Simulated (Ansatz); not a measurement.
**Bi(CN)3 in a box, plane waves**

Ansatz 0.2.0, DFT PBE, spin-orbit coupling, plane waves, PAW, molecule in a box. The geometry was relaxed with Gaussian bases (r2SCAN; Bi def2-SVP with ECP60, C def2-SVP, N def2-SVP).

```yaml
crystal:
  lattice:
    - [13.35, 0.0, 0.0]
    - [0.0, 14.02, 0.0]
    - [0.0, 0.0, 10.76]
  atoms:
    - { symbol: Bi, position: [0.44571685, 0.50014265, 0.58220353] }
    - { symbol: C, position: [0.58517228, 0.50014265, 0.46744145] }
    - { symbol: "N", position: [0.66299101, 0.50014265, 0.41821561] }
    - { symbol: C, position: [0.37598876, 0.61514408, 0.46744145] }
    - { symbol: "N", position: [0.3370794, 0.67931598, 0.41821561] }
    - { symbol: C, position: [0.37598801, 0.38514194, 0.46744145] }
    - { symbol: "N", position: [0.33707865, 0.32097004, 0.41821561] }
basis:
  ecutwfc: 420
  ecutrho_ratio: 4
kpoints:
  mp_grid: { grid: [1, 1, 1] }
hamiltonian:
  xc: pbe
scf:
  occupations: { method: gaussian, width: 0.01 }
output:
  forces: true
  eigenvalues: true
  populations: true
  write_density: true
  write_potential: true
  elf: true
  volumetric_format: npy
magnetization:
  noncollinear: true
  spin_orbit: true
```

Command:
```sh
ansatz run input.yaml --threads 2 --pin off --max-ram 5120MiB --backend cpu --events-out ev --progress --plain --runs-dir out
```
It took 23 s on 2 threads of Arm Neoverse V2, with other jobs on the host, peak memory 2.5 GiB.

Question: How does the SCF go?

Answer: 
```
SCF iter   1: F=—  HF=-14345.254087 eV  |F-HF|=—  |Δ(HF+E_count)|=         —  Δρ=2.97e-2
preconditioner: auto → Resta (q_TF=auto, 1.431 Å⁻¹)  ε∞=1.2  [insulator: Δε(μ)=4.974 eV  Ē_g=9.192 eV  σ=0.010 eV  W_gap=1.00  n_s
spin=Noncollinear: Resta preconditioning applied to the charge; magnetization (m_x, m_y, m_z) channels mix plain (no charge-respon
SCF iter   2: F=—  HF=-14338.401385 eV  |F-HF|=—  |Δ(HF+E_count)|=    6.85e0  Δρ=1.64e-2
SCF iter   3: F=—  HF=-14337.430299 eV  |F-HF|=—  |Δ(HF+E_count)|=   9.71e-1  Δρ=7.80e-3
...
SCF iter   6: F=—  HF=-14337.201448 eV  |F-HF|=—  |Δ(HF+E_count)|=   1.66e-3  Δρ=2.05e-4
SCF iter   7: F=—  HF=-14337.201452 eV  |F-HF|=—  |Δ(HF+E_count)|=   3.33e-6  Δρ=1.56e-4
SCF iter   8: F=—  HF=-14337.201350 eV  |F-HF|=—  |Δ(HF+E_count)|=   1.01e-4  Δρ=3.27e-5
SCF iter   9: F=—  HF=-14337.201423 eV  |F-HF|=—  |Δ(HF+E_count)|=   7.22e-5  Δρ=6.65e-6
SCF iter  10: F=-14337.201423 eV  HF=-14337.201423 eV  |F-HF|=1.21e-8  |Δ(HF+E_count)|=   3.99e-8  Δρ=2.09e-6
```

Question: Which levels lie next to the highest filled one (eV, counted from it)?

Answer: Filled: -0.61, -0.61, -0.43, -0.43, -0.26, -0.26, -0.18, -0.18, 0.00, 0.00. Empty: 4.44, 4.44, 5.25, 5.25, 5.77, 5.77, 6.82, 6.82.

Question: What forces are left at this geometry, relaxed with Gaussian bases (eV/Å)?

Answer: 
```
Bi  -0.01  0.00 -0.11
C    0.01  0.00  0.01
N   -0.06  0.00  0.03
C    0.00  0.00  0.01
N    0.03 -0.05  0.02
C    0.00  0.00  0.01
N    0.03  0.05  0.02
```

The forces come from the other functional as well as from the basis.

No frequency check is given that shows the relaxed geometry to be a minimum.
